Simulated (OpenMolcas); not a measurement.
## Ga: effect of the level shift or regulariser

| Item | Value |
| --- | --- |
| Program | OpenMolcas |
| Basis | ANO-RCC [10s9p7d5f2g] |
| Scalar Hamiltonian | DKH2, point nucleus |
| Active space | 3 electrons in 9 orbitals (RAS2 4s 4p; RAS3 4d, at most 2 electrons) |
| State averaging | 2S+1 = 4 odd, 1 root (0 in the spin-orbit step); 2S+1 = 2 odd, 3 roots; 2S+1 = 4 even, 3 roots; 2S+1 = 2 even, 5 roots |
| Spin-orbit coupling | state interaction with AMFI integrals over the reference wave functions, term energies averaged over their components |

Methods on the same reference wave functions:
A. RASSCF
B. SS-RASPT2, IPEA 0.25 Eh, imaginary shift 0.1 Eh (closed shells correlated: 3d)
C. SS-RASPT2, IPEA 0.25 Eh, sigma2 regulariser 0.3 Eh (closed shells correlated: 3d)

Energies in cm-1 above 4s2 4p 2P* 1/2, the measured ground level; measured values from NIST Handbook of Basic Atomic Spectroscopic Data.

| Level | A | B | C | Measured |
| --- | --- | --- | --- | --- |
| 4s2 4p 2P* 1/2 | 0.0 | 0.0 | 0.0 | 0.0 |
| 4s2 4p 2P* 3/2 | 827 | 827 | 827 | 826 |
| 4s 4p2 4P 1/2 | 32478 | 37310 | 37240 |  |
| 4s 4p2 4P 3/2 | 32766 | 37600 | 37530 |  |
| 4s 4p2 4P 5/2 | 33242 | 38070 | 38000 |  |

Between B and C the level of the table that moves most is 4s 4p2 4P 1/2, by 74 cm-1 (lowest in C, highest in B). Moves below CASPT2's spread within the term are not significant.

The lowest spin-free term lies below A's lowest term by 0.487 hartree in B, 0.487 hartree in C.

Some high roots are left out of the spin-orbit mixing, which shifts the levels that they would mix with. The run also gave levels led by 4s2 4d, which use shells meant for correlation; these and all levels above them are left out. Without dynamic correlation excited terms often stand tens of per cent too high (terms of higher spin than the ground term too low), and those without a measured partner can miss by more than the paired ones (holds for A). Levels of configurations outside the active space are missing. The table leaves out levels that lie high or whose names do not pair safely across all columns.

* marks odd parity.
